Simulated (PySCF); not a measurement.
**Fe²⁵⁺: ionisation energy**

Fe²⁵⁺ 1s1 (2S) → Fe²⁶⁺ (bare nucleus), as a difference of total energies. All numbers are calculated (PySCF 2.14, scalar relativity by spin-free X2C-1e, in an even-tempered Gaussian basis (17 s from 26 bohr⁻², ratio 2.2; 7 p from 40 bohr⁻², ratio 2.4; 4 d from 120 bohr⁻², ratio 2.4; 3 f from 180 bohr⁻², ratio 2.4; 3 g from 270 bohr⁻², ratio 2.4)). The calculations carry no spin-orbit coupling.

```tsv
method	ionisation energy (eV)
UHF	9281.7
LDA	9251.6
PBE	9277.8
PBE0	9278.8
r2SCAN	9282.0
M06-2X	9281.2
revPBE	9281.1
```

For comparison: 9277.7 eV (theoretical estimate listed by NIST; NIST Atomic Spectra Database, ionization energies).
